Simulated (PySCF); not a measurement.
## Radial density of Al (aluminium, neutral)

UHF, [Ne] 3s2 3p1, 2P determinant. Calculation: PySCF 2.14, in Sapporo-DZP-2012 (5s4p2d, 27 functions); scalar relativity by spin-free X2C-1e.

```json
{"r (bohr)": "0.00227", "4πr²ρ (e/bohr)": "0.08419", "4πr²(ρα − ρβ)": "0.0000"}
{"r (bohr)": "0.00382", "4πr²ρ (e/bohr)": "0.2323", "4πr²(ρα − ρβ)": "0.0000"}
{"r (bohr)": "0.00643", "4πr²ρ (e/bohr)": "0.6187", "4πr²(ρα − ρβ)": "0.0000"}
{"r (bohr)": "0.0108", "4πr²ρ (e/bohr)": "1.553", "4πr²(ρα − ρβ)": "-0.0001"}
{"r (bohr)": "0.0182", "4πr²ρ (e/bohr)": "3.641", "4πr²(ρα − ρβ)": "-0.0002"}
{"r (bohr)": "0.0306", "4πr²ρ (e/bohr)": "7.463", "4πr²(ρα − ρβ)": "-0.0002"}
{"r (bohr)": "0.0515", "4πr²ρ (e/bohr)": "12.40", "4πr²(ρα − ρβ)": "0.0002"}
{"r (bohr)": "0.0866", "4πr²ρ (e/bohr)": "14.51", "4πr²(ρα − ρβ)": "0.0032"}
{"r (bohr)": "0.146", "4πr²ρ (e/bohr)": "10.74", "4πr²(ρα − ρβ)": "0.0142"}
{"r (bohr)": "0.245", "4πr²ρ (e/bohr)": "8.785", "4πr²(ρα − ρβ)": "0.0350"}
{"r (bohr)": "0.412", "4πr²ρ (e/bohr)": "12.60", "4πr²(ρα − ρβ)": "0.0388"}
{"r (bohr)": "0.693", "4πr²ρ (e/bohr)": "8.832", "4πr²(ρα − ρβ)": "0.0022"}
{"r (bohr)": "1.17", "4πr²ρ (e/bohr)": "1.993", "4πr²(ρα − ρβ)": "0.0347"}
{"r (bohr)": "1.96", "4πr²ρ (e/bohr)": "1.181", "4πr²(ρα − ρβ)": "0.2451"}
{"r (bohr)": "3.30", "4πr²ρ (e/bohr)": "0.7526", "4πr²(ρα − ρβ)": "0.2862"}
{"r (bohr)": "5.55", "4πr²ρ (e/bohr)": "0.1088", "4πr²(ρα − ρβ)": "0.0723"}
{"r (bohr)": "9.33", "4πr²ρ (e/bohr)": "0.002364", "4πr²(ρα − ρβ)": "0.0023"}
```

Densities and radii are taken from the X2C orbitals without a picture-change correction, which distorts them close to the nucleus.
